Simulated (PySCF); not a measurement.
## Diatomic cations of Ca with the second period

PBE0 with double-zeta basis sets in PySCF, for the lowest determinant that a PBE0 search found; no spin–orbit coupling. De refers to high-spin ground-configuration atoms (the charge goes to the atom of lower measured ionisation energy or higher electron affinity, which is not always the lowest computed limit). A positive dipole points towards Ca; it is taken about the centre of mass and depends on that origin.

| M | basis | charged atom | state (unpaired electrons) | Re (Å) | ωe (cm⁻¹) | De (eV) | μ (D) |
| --- | --- | --- | --- | --- | --- | --- | --- |
| Li | def2-SVPD | Li+ | singlet (closed shell) | 3.287 | 244 | 1.28 | -4.15 |
| Be | def2-SVP | Ca+ | doublet (σ ↑) | 3.025 | 271 | 0.79 | 0.41 |
| B | x2c-SVPall | Ca+ | triplet (σ ↑, π ↑) | 2.453 | 445 | 1.32 | 5.82 |
| C | def2-SVP | Ca+ | quartet (σ ↑, π ↑↑) | 2.164 | 593 | 2.72 | 7.07 |
| N | pcseg-1 | Ca+ | triplet (π ↑↑) | 2.159 | 527 | 1.54 | 7.86 |
| O | 6-31G(d,p) | Ca+ | doublet (π ↑) | 1.972 | 660 | 3.67 | 7.81 |
| F | pcseg-1 | Ca+ | singlet (closed shell) | 1.875 | 722 | 5.83 | 8.33 |

The shortest bond is that of CaF⁺ (1.875 Å), the longest that of LiCa⁺ (3.287 Å). CaF⁺ is bound most strongly (5.83 eV) and CaBe⁺ least (0.79 eV).

The rows differ in basis set, which adds steps of its own.

The state changes along the series, so neighbouring rows are not always alike in their bonding.

Closed-shell solutions of metal pairs were not tested for spin polarisation, which can lower them a little. For an ion De counts to the pair picked by the measured ionisation energies or electron affinities, which need not be the lowest pair at this level. States were picked by a PBE0 search and need not be the measured ground states.
